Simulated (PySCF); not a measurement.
**Deuteron quadrupole couplings in `CC(=S)S[Si@@H](Cl)S[SiH3]`**

Compound: C2H7ClS3Si2.
Structure used (GFN2-xTB), in Å, numbered top down from 1:
```
atom  x, y, z in Å
C1    -3.640    0.877   -0.415
C2    -2.310    0.318   -0.053
S3    -2.078   -0.578    1.291
S4    -1.033    0.715   -1.159
Si5    0.648   -0.264   -0.173
Cl6    0.512   -2.255   -0.312
S7     2.296    0.498   -1.298
Si8    3.964   -0.523   -0.389
H9    -4.406    0.488    0.251
H10   -3.885    0.634   -1.448
H11   -3.612    1.965   -0.335
H12    0.725    0.240    1.182
H13    3.895   -0.260    1.042
H14    5.100    0.095   -1.045
H15    3.819   -1.944   -0.669
```

Level: PBE0/pcSseg-1 (PySCF, non-relativistic); Q(2H) = 0.00286 b; rigid geometry, the same for H and D, with no vibrational averaging.

Problem. Rank these positions by the coupling χzz of a deuteron there, largest first.
A. H12 (Si–H hydrogen)
B. H10 (methyl hydrogen)
C. H13 (Si–H hydrogen)

Solution. B (207 kHz), A (116 kHz), C (111 kHz).

Problem. Give the electric field gradient Vzz (the principal value of largest size), its asymmetry and the 2H coupling at each hydrogen.

Solution. 
```json
{"atom": "H9", "bonded to": "C1", "bond length (Å)": "1.087", "Vzz (au)": "0.3086", "η": "0.04", "χzz (kHz)": "207"}
{"atom": "H10", "bonded to": "C1", "bond length (Å)": "1.089", "Vzz (au)": "0.3079", "η": "0.05", "χzz (kHz)": "207"}
{"atom": "H11", "bonded to": "C1", "bond length (Å)": "1.091", "Vzz (au)": "0.3067", "η": "0.04", "χzz (kHz)": "206"}
{"atom": "H12", "bonded to": "Si5", "bond length (Å)": "1.447", "Vzz (au)": "0.1720", "η": "0.04", "χzz (kHz)": "116"}
{"atom": "H13", "bonded to": "Si8", "bond length (Å)": "1.457", "Vzz (au)": "0.1648", "η": "0.03", "χzz (kHz)": "111"}
{"atom": "H14", "bonded to": "Si8", "bond length (Å)": "1.450", "Vzz (au)": "0.1699", "η": "0.02", "χzz (kHz)": "114"}
{"atom": "H15", "bonded to": "Si8", "bond length (Å)": "1.455", "Vzz (au)": "0.1656", "η": "0.02", "χzz (kHz)": "111"}
```

Problem. Average by the element that carries the hydrogen.

Solution. on C: 207 kHz over 3 positions, mean bond length 1.089 Å; on Si: 113 kHz over 4 positions, mean bond length 1.452 Å.

Problem. Give the 2H NMR doublet splittings at H9 for a magnetic field along the z, y and x axes of the gradient: 3χ/2, 3χ(1 + η)/4, 3χ(1 − η)/4.

Solution. With |χ| = 207.4 kHz and η = 0.035: 311, 161 and 150 kHz, to first order and without motion.

Isolated species at its GFN2-xTB geometry (one conformer only). GFN2-xTB bond lengths can be off by several hundredths of an ångström, more for odd bonds, and the gradients follow them. The small basis limits the accuracy of the gradients.
